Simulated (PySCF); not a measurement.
**Cr: ionisation energy**

Cr [Ar] 3d5 4s1 (7S) → Cr⁺ [Ar] 3d5 (6S), as a difference of total energies. All numbers are calculated (PySCF 2.14, no relativity, point nucleus, in def2-SVP). Correlated levels: valence: [Ar] frozen. The calculations carry no spin-orbit coupling.

Task: Order these methods by the ionisation energy they give, lowest first.
A. UHF
B. SCS-MP2 (valence)
C. M06-2X
D. MP2 (valence)

Result: A (5.835 eV), B (5.908 eV), D (6.055 eV), C (6.397 eV).

These non-relativistic numbers lack the scalar-relativistic shift.

Errors of the correlated levels include the incompleteness of this basis and the frozen core.

For comparison: 6.767 eV (measured; NIST Atomic Spectra Database, ionization energies).
